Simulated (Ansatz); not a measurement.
`C=NBF` and `C=NB(F)[SiH3]` differ in one atom or group.

Ansatz, PBE0-D4/def2-TZVP geometries, multiplicity 1. Each molecule was computed in one conformer, which needn't be the lowest.

```tsv
property	`C=NBF`
size of the dipole moment (ωB97M-V/def2-TZVPP) / D	2.95
HOMO energy (ωB97M-V/def2-TZVPP) / eV	-10.08
HOMO–LUMO gap (ωB97M-V/def2-TZVPP) / eV	11.00
HOMO energy (PBE/def2-TZVPP) / eV	-6.43
HOMO energy (B3LYP/def2-TZVPP) / eV	-7.57
size of the dipole moment (PBE/def2-TZVPP) / D	2.83
```

Task: Give the same properties after the change, and the shifts. (Estimate.)

Result: Computed: 
```json
{"property": "size of the dipole moment (ωB97M-V/def2-TZVPP) / D", "`C=NB(F)[SiH3]`": "3.15", "shift": "0.20"}
{"property": "HOMO energy (ωB97M-V/def2-TZVPP) / eV", "`C=NB(F)[SiH3]`": "-10.23", "shift": "-0.15"}
{"property": "HOMO–LUMO gap (ωB97M-V/def2-TZVPP) / eV", "`C=NB(F)[SiH3]`": "10.90", "shift": "-0.10"}
{"property": "HOMO energy (PBE/def2-TZVPP) / eV", "`C=NB(F)[SiH3]`": "-6.60", "shift": "-0.17"}
{"property": "HOMO energy (B3LYP/def2-TZVPP) / eV", "`C=NB(F)[SiH3]`": "-7.72", "shift": "-0.15"}
{"property": "size of the dipole moment (PBE/def2-TZVPP) / D", "`C=NB(F)[SiH3]`": "2.95", "shift": "0.12"}
```

Dipoles are sizes alone; their direction can turn.

B3LYP here is the variant with VWN-RPA as its local correlation; programs differ in this.
